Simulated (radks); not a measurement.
Task: All-electron atom: Hg+ in [Xe] 4f14 5d10 6s1. Method: Dirac Kohn-Sham, PBE, spin-unpolarised, spherical densities, finite nucleus; Fermi nuclear charge, rms radius 5.4648 fm; computed with a radial shooting solver on a logarithmic mesh with Libxc functionals.

Spin-orbit splittings of the eigenvalues, e(l+1/2) - e(l-1/2), with zeta = 2 splitting/(2l+1) and mean radii in bohr:

shell  occ.  splitting (eV)  zeta (eV)  <r> j=l-1/2  <r> j=l+1/2
2p        6            1948       1298      0.05692      0.06560
3p        6           431.4      287.6       0.1704       0.1863
3d       10           92.44      36.98       0.1621       0.1670
4p        6               ?          ?       0.4011       0.4353
4d       10           19.42      7.768       0.4425       0.4536
4f       14           4.193      1.198       0.4793       0.4860
5p        6           18.24      12.16       0.9725        1.069
5d       10           1.873     0.7493        1.436        1.497

Estimate the 4p splitting.

Result: 104.2 eV (zeta = 69.44 eV).
